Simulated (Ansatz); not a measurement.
Reactions of C₄H₆F₄, SMILES `FCC(F)(CF)CF`.

Program: Ansatz. Geometries: PBE0-D4/def2-TZVP. ΔE: electronic, gas phase. CCSD(T)/CBS is the MP2 limit (def2-TZVPP, def2-QZVPP) plus CCSD(T) − MP2 in def2-TZVPP, frozen cores. This one scheme is used for every species, atoms too. Functionals use def2-TZVPP. No spin–orbit coupling; open shells (•) take unrestricted orbitals. Spin–orbit coupling would lower the free atoms: a little for C, F. One conformer a species, not always the lowest.

| reaction | CCSD(T)/CBS(def2) (eV) |
| --- | --- |
| `FCC(F)(CF)CF` → `FCCC(F)(F)CF` | ? |
| `FCC(F)(CF)CF` → `FCC(CF)C(F)F` | ? |
| `FCC(F)(CF)CF` → `C[C@H](F)[C@H](F)C(F)F` | -0.40 |
| `FCC(F)(CF)CF` → `CC(F)(F)C(F)CF` | -0.52 |
| `FCC(F)(CF)CF` → `FCC(F)CC(F)F` | -0.44 |
| `FCC(F)(CF)CF` + `OC(F)F` → `FCOC(F)F` + `FCC(F)CF` | 0.40 |
| `FCC(F)(CF)CF` → `FCC(F)CF` + `[CH]F` | 3.95 |
| `FCC(F)(CF)CF` → 4 C• + 4 F• + 6 H• | ? |
| `FCC(F)(CF)CF` → `FC[C@@H](F)[C@H](F)CF` | 0.03 |
| `FCC(F)(CF)CF` → `CC(F)(F)CC(F)F` | -1.01 |

Q: Fill in the missing values. (Estimate.)

A: Computed: `FCC(F)(CF)CF` → `FCCC(F)(F)CF`: -0.39 eV; `FCC(F)(CF)CF` → `FCC(CF)C(F)F`: -0.34 eV; `FCC(F)(CF)CF` → 4 C• + 4 F• + 6 H•: +57.81 eV.

Largest T1 diagnostic: 0.018, for `[CH]F`.
